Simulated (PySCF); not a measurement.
All numbers come from PySCF, UPBE0, basis Ir def2-TZVP with ECP60, H def2-TZVP (scalar-relativistic core potentials, no spin–orbit coupling, density fitting).

```xyz
4
charge 1 multiplicity 4, angstrom
Ir   -0.0058   -0.0092   -0.0086
H     1.2923    1.3025    0.5465
H     0.6095    1.7306    0.5465
H    -0.7978   -1.2725    0.5458
```

[IrH3]+ (quartet), along the line from Ir1 (at 0) through H2 (at 1.927 Å). Core electrons replaced by a potential are absent, the electrostatic potential uses the reduced nuclear charge, and values within about 0.7 Å of such atoms have no physical meaning.

Q: Tabulate the fields along this line at 0.87, 1.06, 1.25, 1.45, 1.64, 1.83, 2.12, 2.31, 2.51, 2.70, 2.89, 3.08 Å.

A: 
```csv
distance (Å),electron density (e/Å³),spin density (e/Å³),electron localisation function,electrostatic potential (V)
0.87,1.29,0.324,0.331,36.5
1.06,0.623,0.0949,0.19,22.7
1.25,0.537,0.0119,0.379,17.7
1.45,0.723,-0.00991,0.887,19.3
1.64,1.17,0.000957,0.994,33.7
1.83,2.04,0.0444,1,130
2.12,1.22,0.0527,1,56.1
2.31,0.516,0.0316,0.999,22.2
2.51,0.218,0.0172,0.998,12.9
2.70,0.0926,0.00853,0.995,9.22
2.89,0.0402,0.00409,0.985,7.45
3.08,0.0175,0.00199,0.938,6.43
```

On a grid of 0.10 Å the density has a local minimum along the bond near 1.16 Å from Ir, at 0.54 e/Å³, where the ELF is 0.23.

Other spin states or occupations of the open shell can lie lower. Spin–orbit coupling, left out here, can matter for elements this heavy.
